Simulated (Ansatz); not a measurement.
**Ligand exchange: SiH(CH3)(NH2)2 + CH7NSi → Si(CH3)(NH2)2(SiH3) + CH5N**

Gas-phase species: SiH(CH3)(NH2)2, singlet; CH7NSi `CN[SiH3]`, singlet; Si(CH3)(NH2)2(SiH3), singlet; CH5N (methylamine) `CN`, singlet. The partners trade H for SiH3: Si–H and N–SiH3 bonds give way to Si–SiH3 and N–H.

Shapes, held fixed at every level: PBE0-D4/def2-TZVP. Flexible molecules stand in one conformer, not always the lowest. Programs: Ansatz 0.2.0. Electronic energies: no zero-point or thermal term.

```
               level                    kind  ΔE (kJ/mol)  less CCSD(T)/CBS estimate
       HF/def2-TZVPP            Hartree–Fock        +72.0                      +20.5
r2SCAN-D4/def2-TZVPP                meta-GGA        +45.5                       -6.0
 B3LYP-D4/def2-TZVPP           global hybrid        +49.4                       -2.1
  wB97M-V/def2-TZVPP  range-separated hybrid        +55.7                       +4.2
  wB97X-V/def2-TZVPP  range-separated hybrid        +50.4                       -1.1
   B2PLYP/def2-TZVPP           double hybrid        +56.8                       +5.3
  CCSD(T)/def2-TZVPP   coupled cluster or CI        +51.3                       -0.2
CCSD(T)/CBS estimate   coupled cluster or CI        +51.5                        0.0
```

The highest level, CCSD(T)/CBS estimate, gives ΔE = +51.5 kJ/mol; the levels span +45.5 to +72.0. The column of differences is taken from that level and isn't an error. No measured value is set beside it here. The CBS estimate extrapolates MP2 from def2-TZVPP and def2-QZVPP and adds CCSD(T) − MP2 in the triple-zeta set, cores frozen.
